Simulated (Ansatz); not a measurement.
A nudged elastic band was laid between two geometries of CH3BBrGeN (8 atoms, charge 0, multiplicity 1).

Theory: RKS PBE-D4/def2-SVP in Ansatz.

```yaml
movable_images: 5
climbing_image: yes
spring: 5.0 eV/Å²
optimiser: quadratic models (default)
start_path: through a guess of the saddle point
force_threshold: 0.05 eV/Å
iteration_limit: 60
end_points: relaxed
```

First end point:

```xyz
8
Properties=species:S:1:pos:R:3
Br -2.918 -0.200 1.060
B -1.145 0.114 0.456
N -0.227 1.107 1.031
C 0.900 0.730 0.485
Ge 0.302 -0.686 -0.834
H 1.868 1.187 0.799
H 0.388 -0.199 -2.308
H 0.924 -2.109 -0.745
```

Last end point:

```xyz
8
Properties=species:S:1:pos:R:3
Br -2.349 -0.567 0.770
B -0.815 0.303 -0.013
N -0.190 1.516 0.501
C 0.803 0.666 0.449
Ge 1.002 -0.643 -1.166
H 1.675 0.712 1.144
H -0.685 -0.018 -1.297
H 0.651 -2.027 -0.443
```

Task: Which bonds break or form, and what moves?

Result: No bond is made or broken.

Task: What energy profile does the band end with?

Result: It converged. The highest image is number 4 of 0 to 6, 0.75 eV above the first end and 0.62 eV above the last; the last end lies 0.13 eV above the first. A vibrational analysis at the climbing image gives one clearly imaginary mode, 367i cm⁻¹: a first-order saddle point.

```tsv
image	path coordinate (Å)	energy (eV)
0	0.00	0.00
1	0.42	0.01
2	0.84	0.16
3	1.26	0.54
4	1.69	0.75
5	2.22	0.58
6	2.76	0.13
```

Task: What is the geometry of the highest image?

Result: 
```xyz
8
Properties=species:S:1:pos:R:3
Br -2.475 -0.457 1.057
B -0.874 0.315 0.358
N -0.253 1.556 0.535
C 0.795 0.699 0.451
Ge 0.723 -0.626 -0.960
H 1.653 0.740 1.158
H -0.314 -0.145 -2.001
H 0.838 -2.139 -0.654
```

Task: What are the harmonic wavenumbers there?

Result: 367i, 118, 222, 265, 338, 366, 430, 520, 639, 738, 784, 915, 1154, 1179, 1418, 2059, 2117, 2991 cm⁻¹.

Time of the run: 3.4 min on 2 threads of Arm Neoverse V1 (shared host), peak memory 0.16 GiB.
